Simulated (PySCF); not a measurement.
# Steps of a relaxation of [Ce(NH3)3]3+

[Ce(NH3)3]3+ (singlet in the valence; each metal's 4f electrons, 1 of them, lie in its core potential, out of spins and levels; a saddle point, relaxed within its symmetry). PySCF 2.14.0, RKS PBE0, Ce lcecp-1-SVP with ECP47, N def2-SVP, H def2-SVP; non-relativistic Hamiltonian with scalar-relativistic core potentials where named; density fitting; no spin-orbit coupling. Origin of the start: template. Columns: position (Å) and force (eV/Å). Energies are counted from the last step; some of the 7 steps are shown. Forces carry noise of the integration grid, about 0.01 to 0.03 eV/Å.

Run from Python with OMP_NUM_THREADS=2. Where DIIS fails, smearing, a level shift and second-order steps follow.
It took 2.3 min on 2 threads of Intel(R) Xeon(R) Processor @ 2.50GHz (Skylake/Cascade Lake), with other jobs on the host, from the converged density of the start.

```xyz
13
step 0  E = 0.125 eV
Ce    0.0000    0.0000    0.0000     0.00    0.00    0.00
N     2.6075    0.0000    0.0000    -1.62    0.03    0.00
H     3.0055   -0.4696    0.8133     0.44   -0.22    0.36
H     3.0055   -0.4696   -0.8133     0.44   -0.22   -0.36
H     3.0055    0.9392    0.0000     0.43    0.40    0.00
N    -1.3037    2.2582    0.0000     0.78   -1.42    0.00
H    -1.0961    2.8376    0.8133    -0.03    0.49    0.36
H    -1.0961    2.8376   -0.8133    -0.03    0.49   -0.36
H    -2.3161    2.1332    0.0000    -0.56    0.17    0.00
N    -1.3038   -2.2582    0.0000     0.84    1.38    0.00
H    -1.9094   -2.3680    0.8133    -0.41   -0.27    0.36
H    -1.9094   -2.3680   -0.8133    -0.41   -0.27   -0.36
H    -0.6894   -3.0724    0.0000     0.13   -0.57    0.00
```

```xyz
13
step 2  E = 0.005 eV
Ce    0.0000    0.0000    0.0000     0.00    0.00    0.00
N     2.5590    0.0008    0.0000     0.02    0.00    0.00
H     3.0103   -0.4679    0.8086    -0.05    0.03   -0.05
H     3.0103   -0.4679   -0.8086    -0.05    0.03    0.05
H     3.0100    0.9351    0.0000    -0.05   -0.07    0.00
N    -1.2803    2.2157    0.0000    -0.01    0.02    0.00
H    -1.0999    2.8409    0.8086     0.00   -0.06   -0.05
H    -1.0999    2.8409   -0.8086     0.00   -0.06    0.05
H    -2.3148    2.1392    0.0000     0.08   -0.01    0.00
N    -1.2788   -2.2166    0.0000    -0.01   -0.02    0.00
H    -1.9104   -2.3730    0.8086     0.06    0.03   -0.05
H    -1.9104   -2.3730   -0.8086     0.06    0.03    0.05
H    -0.6952   -3.0743    0.0000    -0.03    0.08    0.00
```

```xyz
13
step 4  E = 0.000 eV
Ce    0.0000    0.0000    0.0000     0.00    0.00    0.00
N     2.5430    0.0008    0.0000    -0.01    0.00    0.00
H     2.9930   -0.4667    0.8070     0.00   -0.01    0.02
H     2.9930   -0.4667   -0.8070     0.00   -0.01   -0.02
H     2.9933    0.9328    0.0000     0.00    0.03    0.00
N    -1.2722    2.2019    0.0000     0.00   -0.01    0.00
H    -1.0923    2.8254    0.8070     0.01    0.00    0.02
H    -1.0923    2.8254   -0.8070     0.01    0.00   -0.02
H    -2.3045    2.1259    0.0000    -0.02   -0.02    0.00
N    -1.2708   -2.2027    0.0000     0.01    0.01    0.00
H    -1.9007   -2.3587    0.8070    -0.01    0.01    0.02
H    -1.9007   -2.3587   -0.8070    -0.01    0.01   -0.02
H    -0.6888   -3.0587    0.0000     0.03   -0.01    0.00
```

Task: Where does the relaxation end?

Result: It converges at step 6 in C3h:
```xyz
13
step 6  E = 0
Ce    0.0000    0.0000    0.0000
N     2.5405    0.0010    0.0000
H     2.9890   -0.4674    0.8080
H     2.9890   -0.4674   -0.8080
H     2.9894    0.9341    0.0000
N    -1.2711    2.1996    0.0000
H    -1.0897    2.8222    0.8080
H    -1.0897    2.8222   -0.8080
H    -2.3037    2.1219    0.0000
N    -1.2694   -2.2006    0.0000
H    -1.8993   -2.3548    0.8080
H    -1.8993   -2.3548   -0.8080
H    -0.6857   -3.0560    0.0000
```

Task: How did the contacts change?

Result: 
```
      contact  start (Å)  end (Å)
 Ce1–N2 (NH3)      2.608    2.540
 Ce1–N6 (NH3)      2.608    2.540
Ce1–N10 (NH3)      2.608    2.540
```


An lcecp potential fixes the number of 4f electrons, so in runs with it no electron can move into or out of that shell.
